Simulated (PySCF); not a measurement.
Ligands exchanged one at a time, Si OH-NH2. Gas-phase values, no solvent. One relaxed conformer stands for each flexible species; it need not be the lowest. Strings in code marks are SMILES.

Quantity: redistribution energy (mixed species minus the weighted end members), in eV.

Level 1: B3LYP/3-21G // B3LYP-D3(BJ)/def2-TZVP (PySCF)
Level 2: B3LYP/6-31G* // B3LYP-D3(BJ)/def2-TZVP (PySCF)
Level 3: PBE/6-31G* // B3LYP-D3(BJ)/def2-TZVP (PySCF)
Level 4: HF/6-31G* // B3LYP-D3(BJ)/def2-TZVP (PySCF)

| species | level 1 | level 2 | level 3 | level 4 |
|---|---|---|---|---|
| 3 of 4 OH replaced by NH2: `N[Si](N)(O)N` | -0.045 | [?] | [?] | 0.027 |
| 1 of 4 OH replaced by NH2: `N[Si](O)(O)O` | -0.099 | -0.039 | -0.040 | -0.032 |
| 2 of 4 OH replaced by NH2: `N[Si](N)(O)O` | [?] | -0.072 | -0.073 | -0.064 |

### Question
What belongs in the gaps?

### Answer

- 3 of 4 OH replaced by NH2: `N[Si](N)(O)N`, level 2: 0.016
- 3 of 4 OH replaced by NH2: `N[Si](N)(O)N`, level 3: 0.015
- 2 of 4 OH replaced by NH2: `N[Si](N)(O)O`, level 1: -0.171
